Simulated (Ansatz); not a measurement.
`[F][GeH2][C]1=CC1` + H₂S → `[F][GeH2][SH]` + `C1=CC1` at 298.15 K and 1 bar (ligand exchange at a Ge–C bond).

Calculated with Ansatz (gas phase, PBE0-D4/def2-TZVP geometries, no zero-point term in ΔE). CBS: MP2 limit from def2 TZ/QZ plus the TZ coupled-cluster correction, frozen cores. This one scheme is used for every species. For Ge outer-core shells are correlated without core-valence functions, which leaves a few kJ/mol of doubt a bond. Scalar relativity is left out up to krypton. Each species was taken in one conformer, which may not be the lowest.

```
            species  CCSD(T)/CBS energy (Eh)  H − E (kJ/mol)  S (J/(mol·K))
`[F][GeH2][C]1=CC1`              -2293.00868           192.0          344.5
                H₂S               -398.97279            49.9          205.7
    `[F][GeH2][SH]`              -2575.53651            88.3          306.6
           `C1=CC1`               -116.45901           159.0          242.5
```

H − E and S are ideal-gas, rigid-rotor, harmonic terms from PBE0-D4/def2-TZVP, for one conformer and one mirror image of each species. 1 Eh = 2625.50 kJ/mol, R = 8.31446 J/(mol·K).

By hand: ΔE, ΔH, ΔS and ΔG.

ΔE = (-2575.53651) + (-116.45901) − (-2293.00868) − (-398.97279) = -0.01405 Eh = -36.9 kJ/mol. Δ(H − E) = 88.3 + 159.0 − 192.0 − 49.9 = 5.4, so ΔH = -31.5 kJ/mol. ΔS = 306.6 + 242.5 − 344.5 − 205.7 = -1.1 J/(mol·K). ΔG = -31.5 − 298.15 × (-1.1)/1000 = -31.2 kJ/mol.

By hand: the equilibrium constant, and the temperature at which ΔG would vanish if ΔH and ΔS stayed fixed.

log₁₀ K = −ΔG/(RT ln 10) = 5.5. ΔG = 0 at ΔH/ΔS = 28636 K, far beyond where these terms or the molecules hold.

The number of gas molecules stays the same, so ΔS is small and ΔH decides. A doubt of 5 kJ/mol in ΔE shifts log₁₀ K by 0.9 here. Other conformers and mirror images would add mixing entropy, several J/(mol·K) or more a flexible species. Modes under 60 cm⁻¹, often nearly free rotors, make the harmonic entropy too high. These are equilibria of isolated gas molecules and say nothing of rates. Largest T1 diagnostic: 0.012 (customary marks: 0.02 for closed shells, 0.045 for open ones).
